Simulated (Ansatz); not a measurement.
## Which is lower?

Two relaxed structures of BSiH₄OF, singlet (PBE0-D4/def2-TZVP; forces vanish, vibrations not checked).

A:

```xyz
8
angstrom
B -0.2853 1.2458 -0.9036
O -0.1255 0.6580 0.3031
Si 0.2488 -0.8798 0.7390
F -1.0729 -1.5652 1.2951
H -0.1095 0.6074 -1.9076
H -0.5960 2.4015 -0.9290
H 1.2302 -0.8157 1.8376
H 0.7101 -1.6520 -0.4347
```

B:

B1  (-0.727, 1.683, -0.329)
O2  (0.297, 0.976, 0.170)
Si3  (0.695, -0.637, 0.122)
F4  (-1.682, 1.068, -1.026)
H5  (0.885, -1.069, -1.284)
H6  (-0.808, 2.862, -0.165)
H7  (1.960, -0.777, 0.877)
H8  (-0.376, -1.440, 0.761)
(Å)

Computed with Ansatz 0.2.0 (basis: def2-TZVPP); correlated methods freeze the cores. B3LYP uses VWN-RPA correlation.

(1) Which structure is lower at CCSD(T), and by how much? (An estimate is asked for; the value comes from the calculation.)

The T1 diagnostic stays at or below 0.013.

## Answers

(1) Computed: B, by 0.092 eV (electronic energy, against the other). By their contacts, A is BSiH₄OF ([BH2][O][SiH2][F]) and B is BSiH₄OF ([F][BH][O][SiH3]).

All methods give the same order:

```
   method  E(B) − E(A) (eV)
   PBE-D4            -0.174
r2SCAN-D4            -0.129
  PBE0-D4            -0.150
 B3LYP-D4            -0.111
  wB97M-V            -0.100
       HF            -0.071
      MP2            -0.059
     CCSD            -0.084
  CCSD(T)            -0.092
```

Labels in which every atom is bracketed show which atoms are joined, not bond orders.

For scale, one of the runs: CCSD(T)/def2-TZVPP, 191 basis functions, launched by `ansatz run in.yaml --threads 2 --pin off --events-out ev --progress --plain --max-ram 4352MiB`. Hardware: 2 CPU threads of an Intel Xeon Platinum 8488C, shared host. Wall time 46 s; peak host memory 2.1 GiB.
